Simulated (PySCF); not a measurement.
**Iron: a sound run and one with changed settings**

Sound run: Fe [Ar] 3d6 4s2, Fe⁺ [Ar] 3d6 4s1. Computed with PySCF 2.14 in cc-pVTZ-DK, with scalar relativity by spin-free X2C-1e. In the sound run the correlated levels freeze [Ar]. The sound run starts from symmetry-adapted Hartree-Fock orbitals and uses a fine grid where one is needed.

Changed run: all electrons correlated in a basis built for the valence shell.

```
species  method  sound run (hartree)  changed run (hartree)  converged
     Fe     MP2          -1271.52964            -1271.91553        yes
    Fe⁺     MP2          -1271.25600            -1271.63809        yes
```

Ionisation energy of Fe:

```csv
method,sound run (eV),changed run (eV)
UHF,6.431,6.431
MP2,7.446,7.550
SCS-MP2,7.621,7.636
```

A valence basis has no tight correlating functions, so it recovers only part of the core correlation, and not evenly between atom and ion.

For comparison, NIST gives 7.902 eV between the lowest levels.
